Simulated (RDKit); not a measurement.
Input file for RDKit: MMFF94 on H2O (SMILES O).

```python
from rdkit import Chem
from rdkit.Chem import AllChem, rdDetermineBonds

blocks = [
'''3

O     0.00000000   -0.00000000    0.40073248
H    -0.00000000    0.75701187   -0.20041624
H    -0.00000000   -0.75701187   -0.20041624
''',
]
mol = None
for b in blocks:
    f = Chem.MolFromXYZBlock(b)
    rdDetermineBonds.DetermineBonds(f, charge=0)
    mol = f if mol is None else Chem.CombineMols(mol, f)
Chem.SanitizeMol(mol)
print(Chem.MolToSmiles(Chem.RemoveHs(mol)))
ff = AllChem.MMFFGetMoleculeForceField(mol, AllChem.MMFFGetMoleculeProperties(mol), nonBondedThresh=100.0, ignoreInterfragInteractions=False)
e = ff.CalcEnergy()
print(f'MMFF94 energy {e:.6f} kcal/mol')
```

Program output:

```
O
MMFF94 energy 0.019734 kcal/mol
```

The run finished.

Cost: about 0.020 core-seconds (a rough figure).
